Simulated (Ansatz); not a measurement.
Geometry optimisation, RKS BHLYP-D4/def2-SVP in Ansatz.

The input (input.yaml):

```yaml
crystal:
  periodic: [false, false, false]
  atoms:
    - { symbol: Zr, position_ang: [-0.296762, 0.643429, 0.166116] }
    - { symbol: O, position_ang: [1.866729, -1.760861, -1.628067] }
    - { symbol: C, position_ang: [0.015527, -1.139791, 1.020479] }
    - { symbol: H, position_ang: [1.456154, -1.776191, -0.751281] }
    - { symbol: "N", position_ang: [-2.07894, 0.798605, -0.82303] }
    - { symbol: "N", position_ang: [0.719921, 2.198825, 1.014875] }
    - { symbol: H, position_ang: [1.408898, -2.446086, -2.1106] }
    - { symbol: H, position_ang: [0.757307, -1.372881, 1.794071] }
    - { symbol: H, position_ang: [-0.66117, -1.990382, 0.860463] }
    - { symbol: H, position_ang: [-2.553076, 1.603618, -1.208938] }
    - { symbol: H, position_ang: [-2.687804, -0.001184, -0.952384] }
    - { symbol: H, position_ang: [1.422523, 2.044854, 1.728848] }
    - { symbol: H, position_ang: [0.630694, 3.197845, 0.889448] }
basis:
  gaussian: { orbitals: def2-SVP }
hamiltonian:
  xc: { name: BHLYP }
  dispersion: d4
relax:
  f_tol: 0.03
  max_steps: 50
```

Command:

```bash
$ ansatz run input.yaml --threads 4 --pin off --max-ram 5120MiB --backend cpu --events-out ev --progress --plain --runs-dir out
```

Task: Where does it end, and by what steps?

Result: It converged. After 17 steps the energy has fallen by 0.939 eV; H7 moved furthest, 1.48 Å. Joined: Zr1–O2 (3.70 → 2.30 Å).

```tsv
step	energy less start (eV)	largest force component (eV/Å)	accepted
0	0.0000	0.233	yes
1	-0.0652	0.884	yes
2	-0.2150	1.183	yes
3	-0.4433	0.943	yes
4	-0.6613	1.106	yes
5	-0.7911	0.715	yes
6	-0.8566	0.700	yes
7	-0.9033	0.239	yes
8	-0.9230	0.465	yes
9	-0.9287	0.276	yes
10	-0.9323	0.113	yes
11	-0.9333	0.126	yes
12	-0.9345	0.273	yes
13	-0.9352	0.218	yes
14	-0.9361	0.147	yes
15	-0.9366	0.129	yes
16	-0.9391	0.049	yes
17	-0.9393	0.028	yes
```

```xyz
13
Properties=species:S:1:pos:R:3
Zr -0.094 0.270 0.126
O 1.272 -0.840 -1.361
C -0.093 -1.304 1.376
H 1.286 -1.675 -0.880
N -1.817 0.445 -0.985
N 0.931 1.915 0.806
H 1.095 -1.015 -2.285
H 0.549 -1.443 2.255
H -0.852 -2.097 1.320
H -2.167 1.236 -1.508
H -2.552 -0.251 -0.967
H 1.513 1.889 1.635
H 0.930 2.868 0.470
```

Run time: 83 s on 4 threads of Arm Neoverse N1, on a shared host, peak memory 0.32 GiB.
